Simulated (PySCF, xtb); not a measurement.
GeClBr, SMILES [Ge]([Br])[Cl] (connectivity only; charge and spin as stated), neutral, multiplicity 1.

Harmonic wavenumbers (cm⁻¹) from GFN2-xTB in xtb at its own minimum, in rising order: 125, 269, 351.

Question: What does PBE-D3(BJ)/def2-TZVP in PySCF give at its own minimum? (The exact figures need the calculation; the answer reports its results.)

Answer: 122, 276, 379. Paired by order, the mean absolute difference is 13 cm⁻¹ and the zero-point energies are 1.1 and 1.1 kcal/mol.
